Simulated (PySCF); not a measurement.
## SiBrCl3: computed shieldings and shifts

SiBrCl3, BrCl3Si, point group C3v.

Bonds: Si1-Br2 2.193 Å, Si1-Cl3 2.037 Å, Si1-Cl4 2.038 Å, Si1-Cl5 2.038 Å.

GIAO calculations in PySCF on the PBE0-D3(BJ)/def2-SVP structure: isolated species, non-relativistic, equivalent atoms averaged; basis pcSseg-1.

(1) Give the isotropic shieldings (ppm) with KT2, PBE0.

(2) And the chemical shifts, against references computed in the same way?

(3) Which part of the shielding of Br2 depends on the functional?

Results:

(1) 
```csv
atoms,environment,KT2,PBE0
Br2,bromine bonded to Si,2121,2210
Cl3/Cl4/Cl5,chlorine bonded to Si,692,728
Si1,"silicon bonded to Br, 3 Cl",334.9,321.3
HOMO–LUMO gap (eV),–,5.68,8.09
```

(2) 
```
      atoms  nucleus, reference   KT2  PBE0
        Br2           ⁷⁹Br, HBr   456   374
Cl3/Cl4/Cl5           ³⁵Cl, HCl   250   215
        Si1           ²⁹Si, TMS  26.1  30.7
```

(3) Diamagnetic: KT2 3128, PBE0 3124 ppm; paramagnetic: KT2 -1007, PBE0 -914 ppm. The diamagnetic part, set mainly by inner electrons, hardly moves; the paramagnetic part goes with low-lying magnetically allowed excitations and carries the spread.

Relativistic effects, spin–orbit coupling among them, are left out; they matter for Br and for the light atoms bonded to it.
